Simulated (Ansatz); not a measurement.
Isolated molecules relaxed with PBE0-D4/def2-TZVP in Ansatz; ΔE leaves out vibrations. CBS: MP2 limit from def2 TZ/QZ plus the TZ coupled-cluster correction, frozen cores. This one scheme is used for every species. DFT in def2-TZVPP. B3LYP here is the variant with VWN-RPA as its local correlation; programs differ in this. Each species was taken in one conformer, which may not be the lowest.

Reaction (formal exchange of groups at a C–O bond): `[CH3][Al]([F])[CH2]O` + CH₄ → `C[CH2][Al]([CH3])[F]` + H₂O

`[CH3][Al]([F])[CH2]O`:

Cartesian coordinates in Å:
```
C 1.125 -0.967 1.052
Al -0.025 0.562 0.719
F -0.187 1.726 1.886
C -1.023 0.814 -0.964
O -1.064 -0.381 -1.755
H 2.024 -0.928 0.426
H 0.614 -1.904 0.811
H 1.453 -1.013 2.093
H -2.066 1.044 -0.720
H -0.683 1.675 -1.559
H -0.167 -0.627 -1.989
```

CH₄:

Z-matrix (Å, degrees):
```
C
H 1 1.090
H 1 1.090 2 109.5
H 1 1.090 2 109.5 3 -120.0
H 1 1.090 2 109.5 3 120.0
```

`C[CH2][Al]([CH3])[F]`:

```xyz
13

C    -1.633    0.184    0.721
C    -1.094    0.477   -0.680
Al    0.799    0.085   -0.950
C     2.012   -0.612    0.400
F     1.411    0.373   -2.465
H    -2.696    0.424    0.812
H    -1.107    0.761    1.487
H    -1.518   -0.870    0.988
H    -1.664   -0.081   -1.433
H    -1.260    1.530   -0.940
H     3.035   -0.706    0.030
H     1.687   -1.599    0.744
H     2.029    0.032    1.285
```

H₂O:

Cartesian coordinates in Å:
```
O -0.113 -0.150 0.341
H -0.120 -0.579 -0.518
H 0.233 0.729 0.177
```

| level | ΔE (kJ/mol) | difference from CCSD(T)/CBS |
| --- | --- | --- |
| PBE-D4 | -52.4 | 12.0 |
| r2SCAN-D4 | -53.9 | 10.5 |
| PBE0-D4 | -58.2 | 6.2 |
| B3LYP-D4 | -51.0 | 13.4 |
| ωB97X-V | -53.9 | 10.5 |
| ωB97M-V | -56.2 | 8.2 |
| B2PLYP | -53.8 | 10.6 |
| PBE | -50.0 | 14.4 |
| r2SCAN | -53.2 | 11.2 |
| PBE0 | -56.1 | 8.3 |
| B3LYP | -47.4 | 17.0 |
| HF/def2-TZVPP | -52.0 | 12.4 |
| MP2/def2-TZVPP | -67.0 | -2.6 |
| SCS-MP2/def2-TZVPP | -61.1 | 3.3 |
| CCSD/def2-TZVPP | -60.6 | 3.8 |
| CCSD(T)/def2-TZVPP | -60.7 | 3.7 |
| HF/def2-QZVPP | -52.7 | 11.7 |
| MP2/def2-QZVPP | -69.4 | -5.0 |
| SCS-MP2/def2-QZVPP | -63.5 | 0.9 |
| HF/CBS(def2) | -52.8 | 11.6 |
| MP2/CBS(def2) | -70.7 | -6.3 |
| CCSD/CBS(def2) | -64.4 | 0.0 |
| CCSD(T)/CBS | -64.4 | 0 |

Largest T1 diagnostic among the species: 0.011.

From PBE to PBE0 (25 % exact exchange), in def2-TZVPP and without D4, ΔE moves by −6.0 kJ/mol. The D4 term adds −3.7 kJ/mol with B3LYP and −2.1 kJ/mol with PBE0; it sums over pairs of atoms, weighted by their polarisabilities, and B3LYP, whose exchange is more repulsive, gets the larger term.
